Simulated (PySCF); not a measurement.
# Stationary points of [Se3]2+

Method: PBE0/[Se def2-TZVP], no relativity, density fitting, PySCF.

Relaxations began from a few typed shapes. The search is not exhaustive: other isomers or separated fragments can lie lower, and high-lying points may rest on an excited occupation.

(1) Which is the lowest minimum found?
A. singlet C2v: Se–Se 2.225 Å (×2), Se–Se 2.577 Å; Se–Se–Se 54.6° (×2), Se–Se–Se 70.8°
B. singlet D∞h: Se–Se 2.096 Å (×2); Se–Se–Se 180.0°

## Answers

(1) A. The others lie at 94.3 (singlet D∞h) kJ/mol above it.
